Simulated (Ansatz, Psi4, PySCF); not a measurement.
C$_{3}$H$_{14}$N$_{2}$Si$_{2}$ (SMILES C[SiH2]N[SiH2]N(C)C), singlet, at a GFN2-xTB geometry, atoms displaced at random by about 0.08 Å a coordinate. Base run: R2SCAN/STO-3G, gradient (PySCF).

Input for PySCF:
```python
from pyscf import gto, scf, dft

mol = gto.Mole()
mol.atom = '''
    Si    2.082017    1.062312    0.653944
    C     3.243481   -0.056911   -0.463355
    N     0.504052    0.307978    0.693935
    Si   -0.108049   -0.654739   -0.453925
    N    -2.022722   -0.592594    0.083790
    C    -2.987506   -1.366575   -0.572388
    C    -2.515428    0.718711    0.354498
    H     2.497812    1.020267    2.119599
    H     2.072597    2.292175    0.194397
    H     2.965557   -0.100653   -1.334187
    H     4.370965    0.254381   -0.458297
    H     3.439364   -1.037239   -0.041965
    H     0.029871    0.475940    1.611082
    H     0.123002   -1.817149   -0.511971
    H     0.168847    0.098258   -1.863770
    H    -3.274473   -1.117246   -1.596413
    H    -3.616924   -1.548720   -0.035662
    H    -2.460022   -2.378539   -0.907158
    H    -3.043328    1.228018   -0.601037
    H    -3.307070    0.473654    1.175139
    H    -2.034726    1.391836    0.674745
'''
mol.basis = 'sto-3g'
mol.charge = 0
mol.spin = 0
mol.verbose = 4
mol.build()

mf = dft.RKS(mol)
mf.xc = 'r2scan'
mf.kernel()
g = mf.nuc_grad_method()
grad = g.kernel()
```

Programs used: Ansatz (a program for electronic structure), Psi4, PySCF; a row that names a program was run with it.

The coordinate followed is z of atom 12.

The base run was repeated with changes; each row names its change, and settings that it needs were set with it.

```json
[
 {"change": "base", "dE/dx (Eh/bohr)": "-0.002275", "net force (Eh/bohr)": "0.001679"},
 {"change": "grid_response = on", "dE/dx (Eh/bohr)": "-0.002275", "net force (Eh/bohr)": "0.000000"},
 {"change": "finite difference step (bohr) = 0.05; conv_tol = 1e-11", "dE/dx (Eh/bohr)": "-0.002245", "net force (Eh/bohr)": "-"},
 {"change": "finite difference step (bohr) = 1e-4; conv_tol = 1e-11", "dE/dx (Eh/bohr)": "-0.002275", "net force (Eh/bohr)": "-"},
 {"change": "conv_tol = 1e-4", "dE/dx (Eh/bohr)": "-0.002271", "net force (Eh/bohr)": "0.001688"},
 {"change": "grids.level = 1; grid_response = off", "dE/dx (Eh/bohr)": "-0.002263", "net force (Eh/bohr)": "0.003908"},
 {"change": "density fitting = on", "dE/dx (Eh/bohr)": "-0.002280", "net force (Eh/bohr)": "0.001679"},
 {"change": "finite difference step (bohr) = 1e-3; conv_tol = 1e-11", "dE/dx (Eh/bohr)": "-0.002275", "net force (Eh/bohr)": "-"},
 {"change": "grids.level = 5; grid_response = off", "dE/dx (Eh/bohr)": "-0.002284", "net force (Eh/bohr)": "0.000614"},
 {"change": "code = ansatz", "dE/dx (Eh/bohr)": "-0.002283", "net force (Eh/bohr)": "0.000000"},
 {"change": "code = psi4", "dE/dx (Eh/bohr)": "-0.002294", "net force (Eh/bohr)": "0.001370"},
 {"change": "grids.level = 0; grid_response = on", "dE/dx (Eh/bohr)": "-0.003252", "net force (Eh/bohr)": "0.000000"}
]
```

The net force is zero for an exact gradient.
